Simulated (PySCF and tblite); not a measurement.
The numbers below are computed, except where a source is named.
System: C4H5FO2, numbered as in [CH3:1][C:2](=[O:3])/[CH:4]=[C:5](\[OH:6])[F:7].

Motion: rotation about the C2–C4 bond (torsion C1–C2–C4–C5 from 180° to 360°, rising). GFN2-xTB gives an electronic barrier of 16.0 kcal/mol and a reaction energy of 11.9 kcal/mol.

PBE0/pcSseg-1 + D3(BJ) on GFN2-xTB geometries gives 25.0 kcal/mol and k(298 K) = 9.8×10⁻⁶ s⁻¹.

Question: What does PBE0/aug-cc-pVDZ + D3(BJ) give on GFN2-xTB geometries?

Answer: A barrier of 23.8 kcal/mol, 1.2 below the first DFT barrier (from unrounded values), a reaction energy of 15.3 kcal/mol and, with GFN2-xTB thermal terms, ΔG‡(298 K) = 23.5 kcal/mol and k = 7.6×10⁻⁵ s⁻¹ (2 equivalent paths).

Programs: tblite and PySCF.
